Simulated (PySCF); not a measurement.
# How far are cheaper levels from CCSD(T)/CBS for ZnH⁺?

PySCF; the state is a singlet (closed shell). The composite is CCSD(T) extrapolated to the basis-set limit from two correlation-consistent sets, with core-valence (CV) and scalar-relativistic (SR) terms as its label shows; it has no spin–orbit coupling and nothing beyond (T). Here it is CCSD(T)/CBS(TQ)+CV. It gives Re = 1.512 Å, ωe = 1913 cm⁻¹ and De = 2.51 eV to Zn⁺ + H.

```csv
level,basis,relativity,Re (Å),ωe (cm⁻¹),De (eV)
RHF,"6-31G(d,p)",no relativity,1.542,1975,1.26
RHF-MP2,pcseg-1,no relativity,1.527,2027,2.10
RHF-CCSD(T),pcseg-1,no relativity,1.546,1904,2.32
RHF-CCSD(T),def2-TZVPPD,no relativity,1.523,1882,2.41
PBE,pcseg-1,no relativity,1.546,1852,2.48
PBEsol,pcseg-1,no relativity,1.539,1873,2.63
revPBE,pcseg-1,no relativity,1.550,1843,2.38
r²SCAN,def2-TZVPPD,no relativity,1.516,1943,2.45
CAM-B3LYP,def2-TZVPPD,no relativity,1.520,1952,2.45
B2PLYP,pcseg-1,no relativity,1.538,1936,2.32
```

Task: Give the difference of each row from the composite.

Result: 

```csv
level,basis,ΔRe (pm),Δωe (%),ΔDe (eV)
RHF,"6-31G(d,p)",+3.0,+3.2,-1.25
RHF-MP2,pcseg-1,+1.5,+6.0,-0.41
RHF-CCSD(T),pcseg-1,+3.4,-0.5,-0.19
RHF-CCSD(T),def2-TZVPPD,+1.1,-1.6,-0.10
PBE,pcseg-1,+3.4,-3.2,-0.03
PBEsol,pcseg-1,+2.7,-2.1,+0.12
revPBE,pcseg-1,+3.8,-3.7,-0.13
r²SCAN,def2-TZVPPD,+0.4,+1.6,-0.06
CAM-B3LYP,def2-TZVPPD,+0.8,+2.0,-0.06
B2PLYP,pcseg-1,+2.6,+1.2,-0.19
```

Task: Which rows come closest in De?

Result: PBE in pcseg-1 (-0.03 eV), counted from the composite.

Correlated steps freeze the inner cores (4 to 5 orbitals); shallow outer-core shells are correlated. Correlated levels converge slowly with the basis: in double zeta they bind strong bonds too weakly, by up to about 1 eV, and carry superposition errors of some tenths. For an ion De counts to the pair picked by the measured ionisation energies or electron affinities, which need not be the lowest pair at this level. Where the molecule has an RHF reference, its open-shell atoms are computed with UHF. B2PLYP dipoles, levels and charges come from its SCF part alone. The CCSD T1 diagnostic is raised in ZnH⁺, a sign that a single reference may not be enough there.
